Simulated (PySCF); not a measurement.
GaCl4, SMILES [Cl][Ga-]([Cl])([Cl])[Cl], charge -1. Heavy atoms are numbered as in [Ga-:1]([Cl:2])([Cl:3])([Cl:4])[Cl:5].

Geometry: B3LYP-D3(BJ)/def2-SVPD. The isomer is the one that the SMILES or the coordinates give; other isomers of the formula were not compared.

Computed with PBE/pcSseg-1 run with PySCF.

GIAO shieldings, no solvent; atoms alike by connectivity are averaged. δ = σ(ref) − σ: ³⁵Cl against HCl (σ = 936.5 ppm), references at their B3LYP-D3(BJ)/def2-TZVP geometries, non-relativistic (without spin–orbit terms, shifts of atoms bonded to Cl or Br come out too high).

Computed chemical shifts:
```
nucleus  atoms  count  δ (ppm)
-------  -----  -----  -------
³⁵Cl       Cl2      4     81.7
```
